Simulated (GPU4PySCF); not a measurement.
perylene diimide (C24H10N2O4), SMILES O=C1NC(=O)c2ccc3c4ccc5c6c(ccc(c7ccc1c2c73)c64)C(=O)NC5=O. Atoms are numbered in the order given.

```xyz
40

O      0.0000     2.2656     5.7126
C      0.0000     1.2502     5.0559
N      0.0000     0.0000     5.6630
C      0.0000    -1.2502     5.0559
O      0.0000    -2.2656     5.7126
C      0.0000    -1.2306     3.5662
C      0.0000    -2.4212     2.8780
C      0.0000    -2.4273     1.4732
C      0.0000    -1.2509     0.7402
C      0.0000    -1.2509    -0.7402
C      0.0000    -2.4273    -1.4732
C      0.0000    -2.4212    -2.8780
C      0.0000    -1.2306    -3.5662
C      0.0000     0.0000    -2.8580
C      0.0000     1.2306    -3.5662
C      0.0000     2.4212    -2.8780
C      0.0000     2.4273    -1.4732
C      0.0000     1.2509    -0.7402
C      0.0000     1.2509     0.7402
C      0.0000     2.4273     1.4732
C      0.0000     2.4212     2.8780
C      0.0000     1.2306     3.5662
C      0.0000     0.0000     2.8580
C      0.0000     0.0000     1.4368
C      0.0000     0.0000    -1.4368
C      0.0000     1.2502    -5.0559
O      0.0000     2.2656    -5.7126
N      0.0000     0.0000    -5.6630
C      0.0000    -1.2502    -5.0559
O      0.0000    -2.2656    -5.7126
H      0.0000     0.0000     6.6791
H      0.0000    -3.3519     3.4453
H      0.0000    -3.3900     0.9676
H      0.0000    -3.3900    -0.9676
H      0.0000    -3.3519    -3.4453
H      0.0000     3.3519    -3.4453
H      0.0000     3.3900    -0.9676
H      0.0000     3.3900     0.9676
H      0.0000     3.3519     3.4453
H      0.0000     0.0000    -6.6791
```

Coordinates come from a ωB97M-D3(BJ)/def2-SVP optimisation.

Computed with PBE/def2-SVP run with GPU4PySCF.

ESP charges are fitted to the potential on shells at 1.4 to 2.0 van der Waals radii. Atomic charges (e):

```json
[
 {"atom": "O1", "IAO": "-0.42", "ESP fit": "-0.47", "MBIS": "-0.50", "Mulliken": "-0.15"},
 {"atom": "C2", "IAO": "0.38", "ESP fit": "0.63", "MBIS": "0.65", "Mulliken": "0.10"},
 {"atom": "N3", "IAO": "-0.29", "ESP fit": "-0.55", "MBIS": "-0.60", "Mulliken": "-0.07"},
 {"atom": "C4", "IAO": "0.38", "ESP fit": "0.63", "MBIS": "0.65", "Mulliken": "0.10"},
 {"atom": "O5", "IAO": "-0.42", "ESP fit": "-0.47", "MBIS": "-0.50", "Mulliken": "-0.15"},
 {"atom": "C6", "IAO": "-0.06", "ESP fit": "-0.23", "MBIS": "-0.19", "Mulliken": "-0.09"},
 {"atom": "C7", "IAO": "-0.11", "ESP fit": "-0.04", "MBIS": "-0.06", "Mulliken": "-0.02"},
 {"atom": "C8", "IAO": "-0.13", "ESP fit": "-0.16", "MBIS": "-0.14", "Mulliken": "-0.06"},
 {"atom": "C9", "IAO": "0.01", "ESP fit": "0.03", "MBIS": "0.03", "Mulliken": "0.09"},
 {"atom": "C10", "IAO": "0.01", "ESP fit": "0.03", "MBIS": "0.03", "Mulliken": "0.09"},
 {"atom": "C11", "IAO": "-0.13", "ESP fit": "-0.16", "MBIS": "-0.14", "Mulliken": "-0.06"},
 {"atom": "C12", "IAO": "-0.11", "ESP fit": "-0.04", "MBIS": "-0.06", "Mulliken": "-0.02"},
 {"atom": "C13", "IAO": "-0.06", "ESP fit": "-0.23", "MBIS": "-0.19", "Mulliken": "-0.09"},
 {"atom": "C14", "IAO": "0.01", "ESP fit": "0.17", "MBIS": "0.09", "Mulliken": "0.14"},
 {"atom": "C15", "IAO": "-0.06", "ESP fit": "-0.23", "MBIS": "-0.19", "Mulliken": "-0.09"},
 {"atom": "C16", "IAO": "-0.11", "ESP fit": "-0.04", "MBIS": "-0.06", "Mulliken": "-0.02"},
 {"atom": "C17", "IAO": "-0.13", "ESP fit": "-0.16", "MBIS": "-0.14", "Mulliken": "-0.06"},
 {"atom": "C18", "IAO": "0.01", "ESP fit": "0.03", "MBIS": "0.03", "Mulliken": "0.09"},
 {"atom": "C19", "IAO": "0.01", "ESP fit": "0.03", "MBIS": "0.03", "Mulliken": "0.09"},
 {"atom": "C20", "IAO": "-0.13", "ESP fit": "-0.16", "MBIS": "-0.14", "Mulliken": "-0.06"},
 {"atom": "C21", "IAO": "-0.11", "ESP fit": "-0.04", "MBIS": "-0.06", "Mulliken": "-0.02"},
 {"atom": "C22", "IAO": "-0.06", "ESP fit": "-0.23", "MBIS": "-0.19", "Mulliken": "-0.09"},
 {"atom": "C23", "IAO": "0.01", "ESP fit": "0.17", "MBIS": "0.09", "Mulliken": "0.14"},
 {"atom": "C24", "IAO": "0.00", "ESP fit": "0.02", "MBIS": "-0.01", "Mulliken": "0.06"},
 {"atom": "C25", "IAO": "0.00", "ESP fit": "0.02", "MBIS": "-0.01", "Mulliken": "0.06"},
 {"atom": "C26", "IAO": "0.38", "ESP fit": "0.63", "MBIS": "0.65", "Mulliken": "0.10"},
 {"atom": "O27", "IAO": "-0.42", "ESP fit": "-0.47", "MBIS": "-0.50", "Mulliken": "-0.15"},
 {"atom": "N28", "IAO": "-0.29", "ESP fit": "-0.55", "MBIS": "-0.60", "Mulliken": "-0.07"},
 {"atom": "C29", "IAO": "0.38", "ESP fit": "0.63", "MBIS": "0.65", "Mulliken": "0.10"},
 {"atom": "O30", "IAO": "-0.42", "ESP fit": "-0.47", "MBIS": "-0.50", "Mulliken": "-0.15"},
 {"atom": "H31", "IAO": "0.29", "ESP fit": "0.33", "MBIS": "0.37", "Mulliken": "0.13"},
 {"atom": "H32", "IAO": "0.17", "ESP fit": "0.12", "MBIS": "0.14", "Mulliken": "0.01"},
 {"atom": "H33", "IAO": "0.15", "ESP fit": "0.13", "MBIS": "0.13", "Mulliken": "-0.02"},
 {"atom": "H34", "IAO": "0.15", "ESP fit": "0.13", "MBIS": "0.13", "Mulliken": "-0.02"},
 {"atom": "H35", "IAO": "0.17", "ESP fit": "0.12", "MBIS": "0.14", "Mulliken": "0.01"},
 {"atom": "H36", "IAO": "0.17", "ESP fit": "0.12", "MBIS": "0.14", "Mulliken": "0.01"},
 {"atom": "H37", "IAO": "0.15", "ESP fit": "0.13", "MBIS": "0.13", "Mulliken": "-0.02"},
 {"atom": "H38", "IAO": "0.15", "ESP fit": "0.13", "MBIS": "0.13", "Mulliken": "-0.02"},
 {"atom": "H39", "IAO": "0.17", "ESP fit": "0.12", "MBIS": "0.14", "Mulliken": "0.01"},
 {"atom": "H40", "IAO": "0.29", "ESP fit": "0.33", "MBIS": "0.37", "Mulliken": "0.13"}
]
```

Computed Mayer and Wiberg (Löwdin basis) orders of the bonds:
| bond | Mayer | Wiberg |
|---|---|---|
| O1–C2 | 2.19 | 2.17 |
| C2–N3 | 1.10 | 1.23 |
| N3–C4 | 1.10 | 1.23 |
| C4–O5 | 2.19 | 2.17 |
| C4–C6 | 0.90 | 1.04 |
| C6–C7 | 1.43 | 1.46 |
| C7–C8 | 1.26 | 1.40 |
| C8–C9 | 1.40 | 1.44 |
| C9–C10 | 1.04 | 1.09 |
| C10–C11 | 1.40 | 1.44 |
| C11–C12 | 1.26 | 1.40 |
| C12–C13 | 1.43 | 1.46 |
| C13–C14 | 1.23 | 1.25 |
| C14–C15 | 1.23 | 1.25 |
| C15–C16 | 1.43 | 1.46 |
| C16–C17 | 1.26 | 1.40 |
| C17–C18 | 1.40 | 1.44 |
| C18–C19 | 1.04 | 1.09 |
| C19–C20 | 1.40 | 1.44 |
| C20–C21 | 1.26 | 1.40 |
| C2–C22 | 0.90 | 1.04 |
| C21–C22 | 1.43 | 1.46 |
| C6–C23 | 1.23 | 1.25 |
| C22–C23 | 1.23 | 1.25 |
| C9–C24 | 1.21 | 1.24 |
| C19–C24 | 1.21 | 1.24 |
| C23–C24 | 1.28 | 1.25 |
| C10–C25 | 1.21 | 1.24 |
| C14–C25 | 1.28 | 1.25 |
| C18–C25 | 1.21 | 1.24 |
| C15–C26 | 0.90 | 1.04 |
| C26–O27 | 2.19 | 2.17 |
| C26–N28 | 1.10 | 1.23 |
| C13–C29 | 0.90 | 1.04 |
| N28–C29 | 1.10 | 1.23 |
| C29–O30 | 2.19 | 2.17 |
| N3–H31 | 0.88 | 0.95 |
| C7–H32 | 0.97 | 0.91 |
| C8–H33 | 0.98 | 0.91 |
| C11–H34 | 0.98 | 0.91 |
| C12–H35 | 0.97 | 0.91 |
| C16–H36 | 0.97 | 0.91 |
| C17–H37 | 0.98 | 0.91 |
| C20–H38 | 0.98 | 0.91 |
| C21–H39 | 0.97 | 0.91 |
| N28–H40 | 0.88 | 0.95 |
